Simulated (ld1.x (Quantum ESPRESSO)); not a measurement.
## How hard is this Co PAW potential?

cobalt, PAW, made with ld1.x (Quantum ESPRESSO) 7.5 (LDA (PZ), scalar-relativistic). Core [Ne], reference 3s2 3p6 3d7 4s2 4p0. Waves: 3s (bound): rcut 1.35, rcutus 1.65 bohr; 4s (bound): rcut 1.35, rcutus 1.65 bohr; 3p (bound): rcut 1.25, rcutus 1.50 bohr; 4p (bound, empty): rcut 1.25, rcutus 1.50 bohr; 3d (bound): rcut 1.15, rcutus 1.45 bohr; 3d channel at 0.65 Ry: rcut 1.15, rcutus 1.45 bohr; 4f channel at -0.15 Ry: rcut 1.50, rcutus 1.70 bohr; 4f channel at 0.75 Ry: rcut 1.50, rcutus 1.70 bohr. Local part: all-electron potential smoothed inside 1.70 bohr (lloc = -2). Core correction: Bessel-smoothed model core, default radius (core density twice the valence density). Augmentation charge: PSQ, inside the norm-conserving radii.

The pseudo-atom Hamiltonian at the reference potential is diagonalised in spherical Bessel functions j_l(qr) that vanish at 20 bohr, with q² up to the cutoff. All-electron valence levels (Ry): 3s -7.4873, 4s -0.4175, 3p -4.8151, 4p -0.1022, 3d -0.6217.

Problem. How do the lowest levels (Ry) of each channel move with the cutoff, and are there ghosts?

Solution.

```json
{"cutoff (Ry)": "8", "s #1": "-7.2933", "s #2": "-0.2599", "p #1": "-3.6339", "p #2": "-0.0359", "d #1": "0.0608", "d #2": "0.1333", "f #1": "0.1135", "f #2": "0.2407", "Σ f·Δε (mRy)": "12571.5"}
{"cutoff (Ry)": "15", "s #1": "-7.4680", "s #2": "-0.3057", "p #1": "-4.6084", "p #2": "-0.0601", "d #1": "0.0184", "d #2": "0.0771", "f #1": "0.1135", "f #2": "0.2407", "Σ f·Δε (mRy)": "5986.6"}
{"cutoff (Ry)": "21", "s #1": "-7.4861", "s #2": "-0.3500", "p #1": "-4.7537", "p #2": "-0.0667", "d #1": "-0.3049", "d #2": "0.0658", "f #1": "0.1135", "f #2": "0.2407", "Σ f·Δε (mRy)": "2726.8"}
{"cutoff (Ry)": "35", "s #1": "-7.4870", "s #2": "-0.4147", "p #1": "-4.8136", "p #2": "-0.0788", "d #1": "-0.5890", "d #2": "0.0646", "f #1": "0.1135", "f #2": "0.2407", "Σ f·Δε (mRy)": "247.8"}
{"cutoff (Ry)": "45", "s #1": "-7.4873", "s #2": "-0.4172", "p #1": "-4.8144", "p #2": "-0.0919", "d #1": "-0.6189", "d #2": "0.0644", "f #1": "0.1135", "f #2": "0.2407", "Σ f·Δε (mRy)": "28.1"}
{"cutoff (Ry)": "60", "s #1": "-7.4873", "s #2": "-0.4178", "p #1": "-4.8149", "p #2": "-0.1016", "d #1": "-0.6212", "d #2": "0.0644", "f #1": "0.1135", "f #2": "0.2407", "Σ f·Δε (mRy)": "7.2"}
{"cutoff (Ry)": "80", "s #1": "-7.4873", "s #2": "-0.4179", "p #1": "-4.8151", "p #2": "-0.1021", "d #1": "-0.6218", "d #2": "0.0644", "f #1": "0.1135", "f #2": "0.2407", "Σ f·Δε (mRy)": "1.8"}
{"cutoff (Ry)": "110", "s #1": "-7.4873", "s #2": "-0.4180", "p #1": "-4.8151", "p #2": "-0.1023", "d #1": "-0.6220", "d #2": "0.0644", "f #1": "0.1135", "f #2": "0.2407", "Σ f·Δε (mRy)": "0.6"}
{"cutoff (Ry)": "400", "s #1": "-7.4873", "s #2": "-0.4180", "p #1": "-4.8152", "p #2": "-0.1024", "d #1": "-0.6220", "d #2": "0.0644", "f #1": "0.1135", "f #2": "0.2407", "Σ f·Δε (mRy)": "0.0"}
```

Result: no extra level below or beside the all-electron valence levels (s, p, d, f tested); 10 mRy is reached at 55 Ry and 1 mRy at 90 Ry.

Test run stopped at test 5 of 9 (negative rho), 3 before it not solved.
